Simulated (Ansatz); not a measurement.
A nudged elastic band was laid between two geometries of AlFH$_{3}$OSi (7 atoms, charge 0, multiplicity 2).

Computed with UHF/def2-SVP in Ansatz.

```
movable images  : 5
climbing image  : from the first iteration
spring          : 5.0 eV/Å²
optimiser       : fire
start path      : IDPP
force threshold : 0.03 eV/Å
iteration limit : 60
end points      : relaxed
```

Initial state:

```xyz
7
Properties=species:S:1:pos:R:3
F 0.598 -2.948 1.322
Al -0.608 -2.095 0.578
O -0.286 -0.520 0.088
Si 0.020 1.013 -0.395
H -0.641 1.280 -1.693
H -0.498 1.974 0.606
H 1.477 1.227 -0.552
```

Final state:

```xyz
7
Properties=species:S:1:pos:R:3
F -0.172 -2.704 1.845
Al -0.126 -2.243 0.257
O -0.027 -0.603 -0.095
Si 0.073 0.996 -0.431
H -0.883 1.350 -1.505
H -0.244 1.801 0.770
H 1.441 1.334 -0.886
```

(1) What changes between the two ends?

(2) Give the energies along the band, and the barrier.

(3) What is the geometry of the highest image?

Answers

(1) No bond is made or broken.  The two ends are copies of one structure, up to a mirror image or an exchange of like atoms.

(2) The run converged. The highest image is number 3 of 0 to 6, 0.1 kJ/mol above the ends, which have the same energy within 2 meV. The top lies less than 8 meV above the higher end, about what the thresholds resolve: that end is a shoulder or a very shallow well. Another band between the same ends (5 images) ends at a top of the same energy, where a vibrational analysis finds no clearly imaginary modes.

| image | path coordinate (Å) | energy (kJ/mol) |
| --- | --- | --- |
| 0 | 0.00 | 0.0 |
| 1 | 0.23 | 0.0 |
| 2 | 0.45 | 0.1 |
| 3 | 0.67 | 0.1 |
| 4 | 0.90 | 0.1 |
| 5 | 1.12 | 0.0 |
| 6 | 1.35 | 0.0 |

(3) 
```xyz
7
Properties=species:S:1:pos:R:3
F 0.291 -2.863 1.668
Al -0.422 -2.182 0.340
O -0.141 -0.555 0.019
Si 0.041 1.013 -0.415
H -0.798 1.323 -1.598
H -0.366 1.905 0.696
H 1.455 1.291 -0.757
```

Time of the run: 92 s on 1 thread of Arm Neoverse V2, on a shared host, peak memory 0.26 GiB.
